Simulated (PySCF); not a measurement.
HF3Sn (SMILES [F][SnH]([F])[F]), singlet, geometry from GFN2-xTB (such geometries of metal compounds can be far from the true shape) (all electrons, no relativity), with bond 3-1 at 1.8 times its length; CASSCF(6,5)/STO-3G in PySCF.

PySCF was given this input:
```python
from pyscf import gto, scf, mcscf
import numpy

mol = gto.Mole()
mol.atom = '''
    Sn   -0.131978   -0.044108    0.223633
    F     1.763395    0.135539    0.408496
    F    -0.438571   -2.486740   -2.183511
    F    -0.620115    1.546643   -0.719829
    H    -0.969851   -0.324129    1.643382
'''
mol.basis = 'sto-3g'
mol.charge = 0
mol.spin = 0
mol.verbose = 4
mol.build()

mf = scf.RHF(mol)
mf.kernel()
mc = mcscf.CASSCF(mf, 5, 6)
mc.fix_spin_(ss=0.0)
mc.conv_tol = 1e-5
mc.kernel()
occ = numpy.linalg.eigvalsh(mc.fcisolver.make_rdm1(mc.ci, mc.ncas, mc.nelecas))[::-1]
ss = mc.fcisolver.spin_square(mc.ci, mc.ncas, mc.nelecas)[0]
print('natural occupations', occ.round(4), ' <S^2>', round(ss, 4))
```

The log (banner, timings and long lists left out):

```
PySCF version 2.14.0

[INPUT] verbose = 4
[INPUT] num. atoms = 5
[INPUT] num. electrons = 78
[INPUT] charge = 0
[INPUT] spin (= nelec alpha-beta = 2S) = 0
[INPUT] symmetry False subgroup None
[INPUT] Mole.unit = angstrom
[INPUT] Symbol           X                Y                Z      unit          X                Y                Z       unit  Magmom
[...]
nuclear repulsion = 372.475363555865
number of shells = 21
number of NR pGTOs = 129
number of NR cGTOs = 43
basis = sto-3g
ecp = {}

******** <class 'pyscf.scf.hf.RHF'> ********
method = RHF
initial guess = minao
damping factor = 0
level_shift factor = 0
DIIS = <class 'pyscf.scf.diis.CDIIS'>
diis_start_cycle = 1
diis_space = 8
diis_damp = 0
SCF conv_tol = 1e-09
SCF conv_tol_grad = None
SCF max_cycles = 50
direct_scf = True
direct_scf_tol = 1e-13
Set gradient conv threshold to 3.16228e-05
Initial guess from minao.
init E= -6240.04951731997
[...]
cycle= 1 E= -6257.42270139414  delta_E= -17.4  |g|= 0.461  |ddm|= 2.49
[...]
cycle= 2 E= -6257.30291487337  delta_E= 0.12  |g|= 0.359  |ddm|= 3.29
[...]
cycle= 3 E= -6257.58352840675  delta_E= -0.281  |g|=  0.2  |ddm|= 3.06
[...]
cycle= 4 E= -6257.70055463502  delta_E= -0.117  |g|= 0.0565  |ddm|= 1.17
[...]
cycle= 5 E= -6257.70192672887  delta_E= -0.00137  |g|= 0.0452  |ddm|= 0.116
[...]
cycle= 6 E= -6257.70200708358  delta_E= -8.04e-05  |g|= 0.0442  |ddm|= 0.0232
[...]
cycle= 7 E= -6257.70214576957  delta_E= -0.000139  |g|= 0.0426  |ddm|= 0.00891
[...]
cycle= 8 E= -6257.70249269155  delta_E= -0.000347  |g|= 0.0382  |ddm|= 0.0152
[...]
cycle= 9 E= -6257.70377453173  delta_E= -0.00128  |g|= 0.012  |ddm|= 0.0854
[...]
cycle= 10 E= -6257.70390381964  delta_E= -0.000129  |g|= 0.00255  |ddm|= 0.0297
[...]
cycle= 11 E= -6257.70390961193  delta_E= -5.79e-06  |g|= 0.000843  |ddm|= 0.00636
[...]
cycle= 12 E= -6257.70391029792  delta_E= -6.86e-07  |g|= 6.67e-05  |ddm|= 0.00267
[...]
cycle= 13 E= -6257.70391031087  delta_E= -1.29e-08  |g|= 5.56e-05  |ddm|= 0.000357
[...]
cycle= 14 E= -6257.70391034525  delta_E= -3.44e-08  |g|= 3.29e-05  |ddm|= 0.00125
[...]
cycle= 15 E= -6257.70391036253  delta_E= -1.73e-08  |g|= 6.35e-06  |ddm|= 0.00158
[...]
cycle= 16 E= -6257.70391036267  delta_E= -1.41e-10  |g|= 1.42e-06  |ddm|= 0.000131
[...]
Extra cycle  E= -6257.70391036269  delta_E= -1.91e-11  |g|= 8.48e-07  |ddm|= 4.09e-06
converged SCF energy = -6257.70391036269

******** <class 'pyscf.mcscf.mc1step.CASSCF'> ********
CAS (3e+3e, 5o), ncore = 36, nvir = 2
max_cycle_macro = 50
max_cycle_micro = 4
conv_tol = 1e-05
conv_tol_grad = None
orbital rotation max_stepsize = 0.02
orbital rotation threshold for CI restart = 0.01
augmented hessian ah_max_cycle = 30
augmented hessian ah_conv_tol = 1e-12
augmented hessian ah_linear dependence = 1e-14
augmented hessian ah_level shift = 1e-08
augmented hessian ah_start_tol = 2.5
augmented hessian ah_start_cycle = 3
augmented hessian ah_grad_trust_region = 3
kf_trust_region = 3
kf_interval = 4
ci_response_space = 4
ci_grad_trust_region = 3
with_dep4 0
natorb = False
canonicalization = True
sorting_mo_energy = False
ao2mo_level = 2
internal_rotation = False
******** <class 'pyscf.fci.addons.SpinPenaltyFCISolver'> ********
max. cycles = 50
conv_tol = 1e-08
davidson only = True
linear dependence = 1e-12
level shift = 0.001
max iter space = 12
nroots = 1
pspace_size = 400
spin = None
CASCI E = -6257.89890124213  S^2 = 0.0000000
Set conv_tol_grad to 0.00316228
macro iter   1 ( 16 JK    4 micro), CASSCF E = -6257.90280391040  dE = -3.90266827e-03  S^2 = 0.0000000
               |grad[o]|=0.051  |grad[c]|=0.0082  |ddm|=0.00343  |maxRot[o]|=0.0594
macro iter   2 ( 21 JK    4 micro), CASSCF E = -6257.90281211586  dE = -8.20546029e-06  S^2 = 0.0000000
               |grad[o]|=0.00443  |grad[c]|=0.00885  |ddm|=0.000579  |maxRot[o]|=0.249
macro iter   3 ( 21 JK    4 micro), CASSCF E = -6257.90284310941  dE = -3.09935558e-05  S^2 = 0.0000000
               |grad[o]|=0.00236  |grad[c]|=0.00153  |ddm|=0.000487  |maxRot[o]|=0.0904
macro iter   4 ( 21 JK    4 micro), CASSCF E = -6257.90313773632  dE = -2.94626908e-04  S^2 = 0.0000000
               |grad[o]|=0.00211  |grad[c]|=0.00808  |ddm|=0.0109  |maxRot[o]|=0.171
macro iter   5 ( 12 JK    3 micro), CASSCF E = -6257.90400038702  dE = -8.62650696e-04  S^2 = 0.0000000
               |grad[o]|=0.00243  |grad[c]|=0.0181  |ddm|=0.0223  |maxRot[o]|=0.0949
macro iter   6 ( 21 JK    4 micro), CASSCF E = -6257.90813498357  dE = -4.13459655e-03  S^2 = 0.0000000
               |grad[o]|=0.0046  |grad[c]|=0.00832  |ddm|=0.0261  |maxRot[o]|=0.177
macro iter   7 ( 21 JK    4 micro), CASSCF E = -6257.91697721067  dE = -8.84222709e-03  S^2 = 0.0000000
               |grad[o]|=0.0114  |grad[c]|=0.0435  |ddm|=0.015  |maxRot[o]|=0.238
macro iter   8 ( 21 JK    4 micro), CASSCF E = -6257.91991200677  dE = -2.93479610e-03  S^2 = 0.0000000
               |grad[o]|=0.0176  |grad[c]|=0.0308  |ddm|=0.0264  |maxRot[o]|=0.144
macro iter   9 ( 12 JK    3 micro), CASSCF E = -6257.92051222760  dE = -6.00220835e-04  S^2 = 0.0000000
               |grad[o]|=0.0144  |grad[c]|=0.00629  |ddm|=0.0073  |maxRot[o]|=0.133
macro iter  10 ( 17 JK    4 micro), CASSCF E = -6257.92316244970  dE = -2.65022210e-03  S^2 = 0.0000000
               |grad[o]|=0.0155  |grad[c]|=0.0505  |ddm|=0.0223  |maxRot[o]|=0.0692
macro iter  11 ( 17 JK    4 micro), CASSCF E = -6257.92482040012  dE = -1.65795042e-03  S^2 = 0.0000000
               |grad[o]|=0.0112  |grad[c]|=0.0351  |ddm|=0.0185  |maxRot[o]|= 0.07
macro iter  12 ( 17 JK    4 micro), CASSCF E = -6257.92597910845  dE = -1.15870833e-03  S^2 = 0.0000000
               |grad[o]|=0.0087  |grad[c]|=0.0247  |ddm|=0.0178  |maxRot[o]|=0.0699
macro iter  13 (  7 JK    2 micro), CASSCF E = -6257.92679531746  dE = -8.16209016e-04  S^2 = 0.0000000
               |grad[o]|=0.00695  |grad[c]|=0.0121  |ddm|=0.0168  |maxRot[o]|=0.0698
macro iter  14 (  7 JK    2 micro), CASSCF E = -6257.92753264156  dE = -7.37324096e-04  S^2 = 0.0000000
               |grad[o]|=0.0065  |grad[c]|=0.00796  |ddm|=0.0168  |maxRot[o]|=0.0698
macro iter  15 (  7 JK    2 micro), CASSCF E = -6257.92815614383  dE = -6.23502267e-04  S^2 = 0.0000000
               |grad[o]|=0.00601  |grad[c]|=0.00405  |ddm|=0.0149  |maxRot[o]|=0.0699
macro iter  16 ( 17 JK    4 micro), CASSCF E = -6257.92864479349  dE = -4.88649666e-04  S^2 = 0.0000000
               |grad[o]|=0.00515  |grad[c]|=0.00337  |ddm|=0.0104  |maxRot[o]|=0.0702
macro iter  17 (  7 JK    2 micro), CASSCF E = -6257.92885499697  dE = -2.10203477e-04  S^2 = 0.0000000
               |grad[o]|=0.00241  |grad[c]|=0.00211  |ddm|=0.00382  |maxRot[o]|=0.0699
macro iter  18 (  4 JK    1 micro), CASSCF E = -6257.92887479125  dE = -1.97942763e-05  S^2 = 0.0000000
               |grad[o]|=0.000997  |grad[c]|=0.00051  |ddm|=0.000505  |maxRot[o]|=0.0277
macro iter  19 (  1 JK    1 micro), CASSCF E = -6257.92887479357  dE = -2.32466846e-09  S^2 = 0.0000000
               |grad[o]|=0.000187  |grad[c]|=6.16e-05  |ddm|=3.69e-05  |maxRot[o]|=    0
1-step CASSCF converged in  19 macro (267 JK  60 micro) steps
CASSCF canonicalization
Density matrix diagonal elements [1.98669978 1.95592848 1.17480656 0.83650796 0.04605722]
CASSCF energy = -6257.92887479357
CASCI E = -6257.92887479357  E(CI) = -8.65070557673062  S^2 = 0.0000000
natural occupations [1.9907 1.9562 1.1794 0.8283 0.0453]  <S^2> 0.0
```
